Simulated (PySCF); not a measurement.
Worked example: oscillator strength and radiative lifetime

(3R)-1-fluoro-3-methylcyclobutene (C₅H₇F), SMILES [C@H]1(CC(F)=C1)C.

The structure is a stationary point at r2SCAN-D4/def2-SVP.

TDDFT-PBE/def2-SVPD (PySCF 2.14.0) puts the first singlet state with f over 0.02 at 6.08 eV (vertical), with the transition dipole (0.376, 0.038, -0.067) in atomic units.

Question: Find the oscillator strength, the wavelength and the radiative lifetime that this transition would have in vacuum if emission retraced absorption.

Answer: 
|μ|² = 0.1473 au, so |μ| = 0.98 D. ΔE = 6.08/27.211 = 0.2234 hartree. f = (2/3) ΔE |μ|² = 0.022 (the program prints 0.022).
λ = 1239.84/6.08 = 204 nm; ν = 49038 cm⁻¹.
Einstein's coefficient A = 0.6670 ν² f s⁻¹ (ν in cm⁻¹) = 3.5e7 s⁻¹, so τ = 1/A = 28 ns. This state is S1. The figure is the radiative limit of this one transition; relaxation, internal conversion, crossing to triplets and a medium change what is measured.
